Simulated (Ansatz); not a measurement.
Reaction (hydrogenolysis of the Si–O bond): `O[Si](S)(S)Cl` + H₂ → `S[SiH](S)Cl` + H₂O

Isolated molecules relaxed with PBE0-D4/def2-TZVP in Ansatz; ΔE leaves out vibrations. CCSD(T)/CBS adds triple-zeta CCSD(T) − MP2 to the extrapolated MP2 energy (def2 sets, frozen cores). This one scheme is used for every species. Functionals use def2-TZVPP. B3LYP here is the variant with VWN-RPA as its local correlation; programs differ in this. HSE06 is defined as in plane-wave codes. One conformer a species, not always the lowest.

| level | ΔE (kJ/mol) | difference from CCSD(T)/CBS |
| --- | --- | --- |
| LDA (SPW92) | 91.7 | 3.0 |
| revPBE-D4 | 90.9 | 2.2 |
| BLYP-D4 | 94.7 | 6.0 |
| r2SCAN-D4 | 97.9 | 9.2 |
| B97M-V | 95.6 | 6.9 |
| PBE0-D4 | 86.2 | -2.5 |
| B3LYP-D4 | 93.1 | 4.4 |
| r2SCANh-D4 | 96.5 | 7.8 |
| r2SCAN0-D4 | 94.6 | 5.9 |
| HSE06-D4 | 85.9 | -2.8 |
| BHLYP-D4 | 93.3 | 4.6 |
| CAM-B3LYP-D4 | 94.0 | 5.3 |
| ωB97X-V | 91.3 | 2.6 |
| ωB97M-V | 93.8 | 5.1 |
| B2PLYP | 89.9 | 1.2 |
| PBE-QIDH | 88.8 | 0.1 |
| PBE | 81.7 | -7.0 |
| revPBE | 77.2 | -11.5 |
| r2SCAN | 96.5 | 7.8 |
| PBE0 | 81.6 | -7.1 |
| r2SCANh | 95.1 | 6.4 |
| r2SCAN0 | 93.0 | 4.3 |
| HSE06 | 81.5 | -7.2 |
| CAM-B3LYP | 89.2 | 0.5 |
| LC-ωPBE | 85.9 | -2.8 |
| RPA@PBE/def2-TZVPP | 85.7 | -3.0 |
| HF/def2-SVP | 68.5 | -20.2 |
| MP2/def2-SVP | 86.8 | -1.9 |
| CCSD/def2-SVP | 75.6 | -13.1 |
| CCSD(T)/def2-SVP | 78.0 | -10.7 |
| HF/def2-TZVPP | 82.1 | -6.6 |
| MP2/def2-TZVPP | 96.0 | 7.3 |
| SCS-MP2/def2-TZVPP | 92.1 | 3.4 |
| CCSD/def2-TZVPP | 86.4 | -2.3 |
| HF/def2-QZVPP | 81.9 | -6.8 |
| MP2/def2-QZVPP | 95.6 | 6.9 |
| SCS-MP2/def2-QZVPP | 91.6 | 2.9 |
| HF/CBS(def2) | 81.9 | -6.8 |
| MP2/CBS(def2) | 95.4 | 6.7 |
| CCSD/CBS(def2) | 85.7 | -3.0 |
| CCSD(T)/CBS | 88.7 | 0 |

Largest T1 diagnostic among the species: 0.011.

Leaving LDA and LC-ωPBE aside and taking each functional with its dispersion term where it has one, the values spread over 12.0 kJ/mol, from HSE06-D4 to r2SCAN-D4. LDA lies +10.0 kJ/mol from PBE without D4. In def2-TZVPP, CCSD(T) changes the Hartree–Fock value by +7.3 kJ/mol (the triples alone add +3.0 kJ/mol) and MP2 by +14.0 kJ/mol.
